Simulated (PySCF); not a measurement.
Computed shifts of a molecule C3HBrClF, HF/pcSseg-1 (PySCF), GIAO, gas phase, equivalent atoms averaged, in ppm (number of nuclei): ¹⁹F: -130.2 (1). ¹³C: 210.9 (1), 136.8 (1), 117.3 (1). ¹H: 7.78 (1). References: ¹⁹F against CFCl3 (σ = 238.5 ppm); ¹³C against TMS (σ = 192.6 ppm); ³⁵Cl against HCl (σ = 958.2 ppm); ¹H against TMS (σ = 31.99 ppm), references at their B3LYP-D3(BJ)/def2-TZVP geometries, non-relativistic (without spin–orbit terms, shifts of atoms bonded to Cl or Br come out too high). The structure is a stationary point at B3LYP-D3(BJ)/def2-SVP. The values are those of a single conformer.

Q: Which molecule gave these data?
(A) FC=C=C(Cl)Br
(B) FC(Br)=C=CCl
(C) FC(Cl)=C=CBr

A: A, FC=C=C(Cl)Br
